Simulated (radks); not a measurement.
Results of a calculation; reference values are marked as such.
Radial electron density D(r) = 4 pi r^2 rho(r) of an atom or ion with 6 electrons. Code: a radial shooting solver on a logarithmic mesh with Libxc functionals. Model: scalar-relativistic Kohn-Sham, PBEsol, spin-polarised, spherical densities, finite nucleus; Fermi nuclear charge, rms radius of each element as measured or else 0.836 A^(1/3) + 0.57 fm.

r (bohr),D(r) (e/bohr),spin D(r)
0.002346,0.8189,-0.000153
0.002582,0.9767,-0.000175
0.002842,1.163,-0.000199
0.003129,1.384,-0.000223
0.003444,1.644,-0.000246
0.003791,1.949,-0.000263
0.004207,2.340,-0.000270
0.00463,2.764,-0.000257
0.005097,3.257,-0.000214
0.00561,3.828,-0.000123
0.006176,4.488,0.0000412
0.006798,5.247,0.000316
0.007483,6.113,0.000754
0.008237,7.096,0.00143
0.009067,8.206,0.00246
0.009981,9.447,0.00398
0.01099,10.82,0.00622
0.01209,12.34,0.00947
0.01331,13.98,0.0141
0.01465,15.74,0.0208
0.01613,17.60,0.0302
0.01775,19.52,0.0434
0.0197,21.64,0.0636
0.02169,23.56,0.0897
0.02387,25.38,0.125
0.02628,27.05,0.174
0.02892,28.46,0.240
0.03184,29.54,0.328
0.03505,30.21,0.444
0.03858,30.39,0.596
0.04246,30.06,0.793
0.04674,29.18,1.04
0.05145,27.79,1.36
0.05664,25.95,1.75
0.06234,23.79,2.23
0.06862,21.47,2.80
0.07554,19.18,3.46
0.08315,17.14,4.20
0.09226,15.42,5.09
0.1016,14.43,5.96
0.1118,14.10,6.82
0.1231,14.37,7.63
0.1355,15.11,8.32
0.1491,16.10,8.81
0.1641,17.04,9.04
0.1807,17.65,8.97
0.1989,17.67,8.57
0.2189,16.96,7.85
0.241,15.50,6.87
0.2652,13.42,5.71
0.292,10.95,4.50
0.3214,8.364,3.34
0.3538,5.957,2.31
0.3894,3.929,1.49
0.4321,2.278,0.848
0.4756,1.253,0.459
0.5236,0.6235,0.226
0.5763,0.2780,0.0999
0.6344,0.1099,0.0393
0.6983,0.03804,0.0136
0.7686,0.01139,0.00407
0.8461,0.002908,0.00104

What is the nuclear charge?

Answer. Z = 26. The innermost maximum, from 1s, lies near gamma/Z bohr with gamma = sqrt(1 - (Z/c)^2) = 0.982, here 0.0378 bohr (found: 0.0380), and its height grows with Z. The density is that of the iron ion Fe20+ in [He] 2s2 2p2; the configuration itself is not fixed sharply by these data, and Z only to about a unit. D(r) has 2 maxima, at r = 0.0380, 0.190 bohr, and minima at 0.112 bohr, inside which lie 2.22 electrons.
